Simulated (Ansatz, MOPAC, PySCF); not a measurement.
System: LiOH (charge 0, singlet). SMILES: [Li][OH]
Coordinates optimised at B3LYP-D3(BJ)/def2-TZVP (Ansatz, an electronic-structure program):
```xyz
3

Li     0.0000     0.0000    -1.2587
O      0.0000     0.0000     0.3139
H      0.0000     0.0000     1.2652
```
Charge 0, spin multiplicity 1.

Unscaled harmonic wavenumbers (cm⁻¹) in rising order, each level at the stationary point that it reaches from this structure (no distance between atoms moves by over 0.3 Å); the order of modes can differ between levels, and a negative number is imaginary. B3LYP-D3(BJ)/def2-TZVP (PySCF, at the structure above): 389, 389, 978, 3984.

PM7 (MOPAC): 334, 334, 712, 2833. Zero-point energy 6.0 against 8.2 kcal/mol; where all levels lie over 400 cm⁻¹, the wavenumbers are on average 0.720 times those of B3LYP-D3(BJ)/def2-TZVP.

HF/3-21G (Ansatz): 467, 467, 1166, 4011. Zero-point energy 8.7 against 8.2 kcal/mol; where all levels lie over 400 cm⁻¹, the wavenumbers are on average 1.100 times those of B3LYP-D3(BJ)/def2-TZVP.
